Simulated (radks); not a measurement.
Results of a calculation; reference values are marked as such.
Question: The dysprosium ion Dy3+, 63 electrons, occupied as [Kr] 4d10 4f9 5s2 5p5.75 6p0.25 (fractional occupations, a model configuration). Level of theory: Dirac Kohn-Sham, PBE, spin-unpolarised, spherical densities, point nucleus; open shells fill j = l - 1/2 first (a radial shooting solver on a logarithmic mesh with Libxc functionals). Some entries of the table are withheld. Estimate them.

orbital,occ.,eigenvalue (eV),<r> (bohr)
1s1/2,2,-53636.37,0.02111
2s1/2,2,(1),0.08921
2p1/2,2,-8517.628,0.07438
2p3/2,4,-7717.402,0.08144
3s1/2,2,-2020.252,0.2341
3p1/2,2,-1829.589,0.2238
3p3/2,4,-1663.421,0.2372
3d3/2,4,-1336.073,(2)
3d5/2,6,-1299.797,(3)
4s1/2,2,-427.1567,(4)
4p1/2,2,(5),0.5398
4p3/2,4,(6),0.5702
4d3/2,4,-190.8889,0.6018
4d5/2,6,-184.1277,0.6125
5s1/2,2,-79.6996,(7)
5p1/2,2,-58.6792,1.412
5p3/2,3.75,-53.4631,1.500
4f5/2,6,-36.7004,0.7979
4f7/2,3,-35.7533,0.8095
6p1/2,0.25,-18.9443,3.492
6p3/2,0,-18.0653,3.650

Answer: 
(1) 2s1/2 eigenvalue (eV): -8955.157
(2) 3d3/2 <r> (bohr): 0.2096
(3) 3d5/2 <r> (bohr): 0.2138
(4) 4s1/2 <r> (bohr): 0.5294
(5) 4p1/2 eigenvalue (eV): -351.9382
(6) 4p3/2 eigenvalue (eV): -314.7090
(7) 5s1/2 <r> (bohr): 1.272
